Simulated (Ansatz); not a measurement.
Reactions of `ClC[SiH2]Cl`.

Calculated with Ansatz (gas phase, PBE0-D4/def2-TZVP geometries, no zero-point term in ΔE). CBS: MP2 limit from def2 TZ/QZ plus the TZ coupled-cluster correction, frozen cores. This one scheme is used for every species. Triplets are unrestricted, without spin–orbit coupling. For Br outer-core shells are correlated without core-valence functions, which leaves a few kJ/mol of doubt a bond. Scalar relativity is left out up to krypton. One conformer a species, not always the lowest.

Order these by ΔE at CCSD(T)/CBS, lowest first. (An estimate is asked.)
A. `ClC[SiH2]Cl` + `OC1=CC1` → `OC1=C(CCl)C1` + `[SiH3]Cl`
B. `ClC[SiH2]Cl` → `[CH2]` (triplet) + `Cl[SiH2]Cl`
C. `ClC[SiH2]Cl` + PH₃ → `P[SiH2]Cl` + `CCl`
D. `ClC[SiH2]Cl` + HBr → `ClC[SiH2]Br` + HCl

C (-5.5 kcal/mol), D (+1.1 kcal/mol), A (+5.1 kcal/mol), B (+74.2 kcal/mol).

Largest T1 diagnostic: 0.013, for PH₃.
